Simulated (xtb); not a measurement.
C4H6, triplet, at a GFN2-xTB geometry (a higher spin typed on purpose: for a closed-shell molecule this is an excited state). Base run: GFN2-xTB (xtb).

Input for xtb:
```
$ xtb mol.xyz --gfn 2 --uhf 2 --json

# file mol.xyz
10

C      1.75459894     0.26377965    -0.67660968
C      0.65006782    -0.06047826     0.17782132
C     -0.68699479     0.05653341    -0.16793300
C     -1.72770442    -0.25764166     0.66056493
H      2.19484393     1.24621075    -0.67237424
H      2.20858178    -0.47942751    -1.30949762
H      0.87209543    -0.42840088     1.17912116
H     -0.91126285     0.42192830    -1.16243482
H     -2.74878768    -0.14912379     0.34462915
H     -1.55527588    -0.62434574     1.65749488
```

Variants of this job, named by their change:

```json
[
 {"change": "base", "ΔE vs base (kcal/mol)": "0.000", "dipole (D)": "0.33", "G_solv (kcal/mol)": "-", "SCF cycles": "10"},
 {"change": "gbsa = methanol", "ΔE vs base (kcal/mol)": "-2.82", "dipole (D)": "0.42", "G_solv (kcal/mol)": "-2.85", "SCF cycles": "9"},
 {"change": "file = coord", "ΔE vs base (kcal/mol)": "0.000", "dipole (D)": "0.33", "G_solv (kcal/mol)": "-", "SCF cycles": "10"},
 {"change": "alpb = dmf", "ΔE vs base (kcal/mol)": "-4.12", "dipole (D)": "0.41", "G_solv (kcal/mol)": "-4.15", "SCF cycles": "9"},
 {"change": "alpb = acetonitrile", "ΔE vs base (kcal/mol)": "-3.15", "dipole (D)": "0.40", "G_solv (kcal/mol)": "-3.17", "SCF cycles": "9"},
 {"change": "etemp = 3000", "ΔE vs base (kcal/mol)": "-0.066", "dipole (D)": "0.32", "G_solv (kcal/mol)": "-", "SCF cycles": "10"},
 {"change": "alpb = toluene", "ΔE vs base (kcal/mol)": "-3.20", "dipole (D)": "0.36", "G_solv (kcal/mol)": "-3.20", "SCF cycles": "10"},
 {"change": "gbsa = toluene", "ΔE vs base (kcal/mol)": "-3.21", "dipole (D)": "0.39", "G_solv (kcal/mol)": "-3.21", "SCF cycles": "9"}
]
```

ALPB and GBSA are two models with their own fitted parameters for each solvent, which aren't always the measured dielectric constant.
